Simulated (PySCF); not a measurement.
Which level of theory gave which numbers?

C3H7FSi.
Atom-mapped SMILES: `[CH3:1]/[C:2]([SiH3:3])=[CH:4]/[F:5]` (hydrogens: H6, H7, H8 on C1; H9, H10, H11 on Si3; H12 on C4)

The closed-shell ground state was solved 7 times with PySCF (density fitting, gas phase), always in the pcSseg-2 basis (285 functions), with these functionals: B3LYP, CAM-B3LYP, HF, LC-wPBE, PBE, mPW1PW91 and wB97X-D. Isolated species at its PBE0-D3(BJ)/def2-SVP geometry, gas phase.

```json
{"row": "P", "total energy (Eh)": "-507.8965", "HOMO (eV)": "-7.38", "LUMO (eV)": "-0.32", "dipole (D)": "1.80"}
{"row": "Q", "total energy (Eh)": "-507.5307", "HOMO (eV)": "-6.17", "LUMO (eV)": "-1.26", "dipole (D)": "1.71"}
{"row": "R", "total energy (Eh)": "-506.1130", "HOMO (eV)": "-9.96", "LUMO (eV)": "2.63", "dipole (D)": "1.96"}
{"row": "S", "total energy (Eh)": "-507.7167", "HOMO (eV)": "-10.03", "LUMO (eV)": "1.94", "dipole (D)": "1.82"}
{"row": "T", "total energy (Eh)": "-507.9709", "HOMO (eV)": "-7.15", "LUMO (eV)": "-0.53", "dipole (D)": "1.80"}
{"row": "U", "total energy (Eh)": "-507.8557", "HOMO (eV)": "-8.69", "LUMO (eV)": "0.80", "dipole (D)": "1.83"}
{"row": "V", "total energy (Eh)": "-507.8674", "HOMO (eV)": "-9.19", "LUMO (eV)": "1.49", "dipole (D)": "1.80"}
```

Which functional belongs to which row?

P = mPW1PW91, Q = PBE, R = HF, S = LC-wPBE, T = B3LYP, U = CAM-B3LYP, V = wB97X-D. By rising HOMO–LUMO gap: PBE (GGA) 4.91 eV; B3LYP (global hybrid, 20 % exact exchange) 6.62 eV; mPW1PW91 (global hybrid, 25 % exact exchange) 7.06 eV; CAM-B3LYP (range-separated hybrid) 9.49 eV; wB97X-D (range-separated hybrid) 10.68 eV; LC-wPBE (range-separated hybrid) 11.97 eV; HF (all exact exchange) 12.59 eV. Total energies of different functionals aren't bounds to one another; each is stationary for its own functional.

Note: wB97X-D ran without an empirical dispersion term, which enters the total energy and its gradient alone.
